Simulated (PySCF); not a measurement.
## Calculated NMR data

- J: B3LYP/pcJ-1 (spin–dipole term left out of most H,H and C,H couplings)
- structure optimised with GFN2-xTB
- shieldings: GIAO PBE0/pcSseg-1
- program: PySCF 2.14.0 with density-fitted response routines
- one conformer, no solvent model, relativity neglected, averaged over atoms made equivalent by symmetry, fast rotation or ring inversion

Referencing at the same level of theory: TMS for 1H (σ = 31.72 ppm), 13C (σ = 186.93 ppm). Multiplet labels drop J under 1 Hz and among equivalent protons, and merge close values. Unscaled 3J(H,H) run several per cent high. Splittings of carbon signals by F and P are missing where no couplings were computed. Where no couplings were computed, multiplicities follow the n + 1 count of equivalent neighbours, and m marks all less simple cases (inequivalent or close neighbours, rings, F or P nearby). Acid and N–H amide carbonyl carbons lie up to 10 ppm further downfield in solution (hydrogen bonding). Shifts are as computed. Against solution values, carbons near 30 ppm lie about +3 ppm off and those near 130 ppm about +5 ppm. Of 1211 compounds with measured shifts, 218 miss one by over three times the rms of a fit or turn the order of signals round; such compounds aren't used in these exercises. OH and NH positions are gas-phase values without hydrogen bonding to other molecules.

Compound 1 (C5H6O3). 1H NMR (400 MHz, computed): δ 6.57 (d, J = 19.4 Hz, 1H), 6.09 (br s, 1H), 6.07 (d, J = 13.5 Hz, 1H), 5.82 (dd, J = 19.4, 13.5 Hz, 1H), 3.29 (d, J = 7.7 Hz, 1H), 2.63 (d, J = 7.7 Hz, 1H). 13C{1H} NMR (computed): δ 176.4 (C), 140.5 (CH), 132.9 (CH2), 55.0 (CH2), 51.8 (C). Structure: SMILES C=C[C@]1(C(=O)O)CO1.

Compound 2 (C7H7FN2). 1H NMR (400 MHz, computed): δ 6.21 (m, 1H), 4.28 (q, 2H), 3.25 (s, 1H), 1.39 (t, 3H). 13C{1H} NMR (computed): δ 171.6 (C), 126.8 (C), 104.0 (CH), 95.5 (CH), 77.2 (C), 48.2 (CH2), 18.9 (CH3). Structure: `C#Cc1cc(F)nn1CC`.
